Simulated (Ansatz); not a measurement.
Two members of one family (Oligo(3-methylthiophene), silylethynyl ends), computed with Ansatz in the gas phase. The two geometries come from different levels. Binding counts from free atoms in the multiplicity of their measured ground term, without zero-point energy. Sets without diffuse functions give affinities that are too small. A dash marks a value that wasn't run or was left out as unsound. The structures are stationary points that may keep the symmetry of their start. Remarks come from the PBE and PBE0 runs and from stability tests at other levels; not every state was tested. A HOMO above zero means that the electron is unbound at that level and held by the basis, or that self-interaction error raises the level; the energy of removing that electron tells which.

First: Cc1cc(-c2sc(-c3sc(-c4sc(C#C[Si](C)(C)C)cc4C)cc3C)cc2C)sc1C#C[Si](C)(C)C (singlet, charge 0, r2SCAN-D4/def2-SVP geometry).

```xyz
70

C     1.561   -4.809    6.167
C     1.136   -3.844    5.106
C     0.051   -4.042    4.220
C    -0.159   -2.994    3.326
C    -1.159   -2.868    2.295
S    -0.864   -1.847    0.909
C    -2.437   -2.179    0.232
C    -2.851   -1.572   -1.005
S    -2.113   -0.081   -1.538
C    -3.056   -0.049   -3.005
C    -2.879    1.005   -3.973
S    -1.363    1.861   -4.061
C    -1.940    2.883   -5.353
C    -1.116    3.873   -5.912
C    -0.378    4.727   -6.403
Si    0.737    6.007   -7.122
C    -0.126    6.774   -8.606
C     1.080    7.311   -5.812
C     2.337    5.172   -7.649
C    -3.246    2.544   -5.688
C    -3.792    1.489   -4.919
C    -5.196    0.990   -5.091
C    -3.917   -1.141   -3.038
C    -3.813   -2.008   -1.923
C    -4.616   -3.267   -1.792
C    -3.126   -3.067    1.054
C    -2.422   -3.464    2.217
C    -3.005   -4.376    3.252
S     1.006   -1.726    3.595
C     1.776   -2.618    4.885
C     2.881   -2.096    5.572
C     3.848   -1.646    6.189
Si    5.294   -0.970    7.108
C     6.162   -2.400    7.968
C     6.448   -0.137    5.880
C     4.680    0.277    8.376
H     1.230   -5.831    5.930
H     1.129   -4.536    7.146
H     2.655   -4.810    6.288
H    -0.540   -4.958    4.205
H     0.509    7.546   -9.072
H    -1.076    7.248   -8.313
H    -0.352    6.013   -9.371
H     1.751    8.093   -6.207
H     0.147    7.797   -5.483
H     1.559    6.867   -4.926
H     2.148    4.394   -8.406
H     2.835    4.693   -6.791
H     3.037    5.907   -8.082
H    -3.796    3.069   -6.473
H    -5.809    1.737   -5.616
H    -5.668    0.775   -4.120
H    -5.231    0.061   -5.686
H    -4.576   -1.349   -3.881
H    -4.004   -4.097   -1.408
H    -5.029   -3.563   -2.767
H    -5.467   -3.141   -1.101
H    -4.149   -3.388    0.851
H    -4.102   -4.411    3.161
H    -2.752   -4.045    4.271
H    -2.636   -5.411    3.144
H     6.516   -3.147    7.238
H     5.485   -2.911    8.672
H     7.036   -2.042    8.538
H     5.936    0.682    5.349
H     6.808   -0.853    5.125
H     7.326    0.288    6.396
H     3.988   -0.196    9.093
H     4.144    1.106    7.888
H     5.523    0.703    8.945
```

| level | HOMO (eV) | LUMO (eV) | gap (eV) | vertical IE (eV) | vertical EA (eV) | vertical triplet (eV) | binding per atom (eV) |
| --- | --- | --- | --- | --- | --- | --- | --- |
| PBE-D4/def2-SVP | -4.46 | -2.64 | 1.82 | 5.92 | 1.29 | 1.69 | 4.88 |
| r2SCAN-D4/def2-SVP | -4.64 | -2.69 | 1.95 | – | – | – | 4.75 |
| PBE0-D4/def2-SVP | -5.26 | -2.13 | 3.13 | 6.25 | 1.22 | 1.95 | 4.79 |

Remarks: HOMO above zero (-1 doublet).

Second: C40H42S6Si2 (singlet, charge 0, PBE-D4/def2-SVP geometry).

Cartesian coordinates in Å:
```
C -6.987 2.589 8.164
C -6.629 1.846 6.911
C -5.453 2.063 6.152
C -5.325 1.251 5.019
C -4.261 1.263 4.046
S -3.062 2.540 4.143
C -2.177 1.924 2.758
C -0.994 2.563 2.245
S -0.244 1.904 0.800
C 1.024 3.116 0.809
C 2.047 3.103 -0.205
S 2.373 1.624 -1.091
C 3.617 2.388 -2.062
C 4.335 1.629 -3.056
S 4.381 -0.118 -2.936
C 5.330 -0.273 -4.403
C 5.758 -1.546 -4.927
S 6.813 -1.560 -6.328
C 6.871 -3.314 -6.352
C 7.622 -3.988 -7.331
C 8.295 -4.561 -8.200
Si 9.309 -5.394 -9.501
C 10.402 -6.697 -8.675
C 10.369 -4.073 -10.345
C 8.147 -6.210 -10.754
C 6.099 -3.834 -5.312
C 5.469 -2.857 -4.499
C 4.598 -3.203 -3.325
C 5.591 0.997 -4.925
C 5.045 2.075 -4.185
C 5.184 3.513 -4.597
C 3.745 3.731 -1.694
C 2.871 4.149 -0.655
C 2.835 5.555 -0.130
C 0.835 3.987 1.885
C -0.290 3.694 2.699
C -0.658 4.506 3.907
C -2.816 0.782 2.267
C -3.984 0.397 2.972
C -4.813 -0.798 2.599
S -6.709 0.180 4.892
C -7.434 0.839 6.351
C -8.670 0.352 6.810
C -9.766 -0.072 7.201
Si -11.406 -0.697 7.773
C -12.191 -1.671 6.355
C -11.151 -1.814 9.279
C -12.487 0.785 8.237
H -7.941 2.220 8.588
H -7.094 3.677 7.968
H -6.197 2.475 8.936
H -4.689 2.804 6.428
H 9.787 -7.459 -8.154
H 11.028 -7.217 -9.431
H 11.078 -6.233 -7.927
H 11.042 -3.578 -9.616
H 10.996 -4.528 -11.141
H 9.734 -3.293 -10.810
H 7.505 -6.968 -10.263
H 8.731 -6.715 -11.553
H 7.487 -5.458 -11.231
H 5.998 -4.916 -5.149
H 4.482 -4.300 -3.234
H 3.584 -2.760 -3.416
H 5.024 -2.829 -2.370
H 6.166 1.144 -5.851
H 5.938 4.048 -3.979
H 5.511 3.590 -5.652
H 4.226 4.062 -4.490
H 4.481 4.405 -2.149
H 3.345 5.645 0.854
H 1.794 5.910 0.012
H 3.345 6.248 -0.826
H 1.524 4.811 2.111
H -1.660 4.976 3.799
H 0.077 5.316 4.074
H -0.695 3.885 4.828
H -2.436 0.225 1.399
H -4.333 -1.370 1.783
H -5.827 -0.504 2.252
H -4.959 -1.485 3.460
H -13.184 -2.065 6.655
H -11.553 -2.531 6.063
H -12.329 -1.030 5.461
H -12.123 -2.212 9.639
H -10.678 -1.257 10.112
H -10.498 -2.674 9.029
H -12.635 1.456 7.367
H -12.022 1.377 9.050
H -13.485 0.446 8.586
```

**Question.** Estimate the same table for the second.

**Answer.** 
| level | HOMO (eV) | LUMO (eV) | gap (eV) | vertical IE (eV) | vertical EA (eV) | vertical triplet (eV) | binding per atom (eV) |
| --- | --- | --- | --- | --- | --- | --- | --- |
| PBE-D4/def2-SVP | -4.30 | -2.80 | 1.50 | 5.54 | 1.67 | 1.41 | 4.97 |
| r2SCAN-D4/def2-SVP | -4.46 | -2.86 | 1.60 | – | – | – | 4.82 |
| PBE0-D4/def2-SVP | -5.04 | -2.34 | 2.70 | 5.89 | 1.58 | 1.69 | 4.87 |
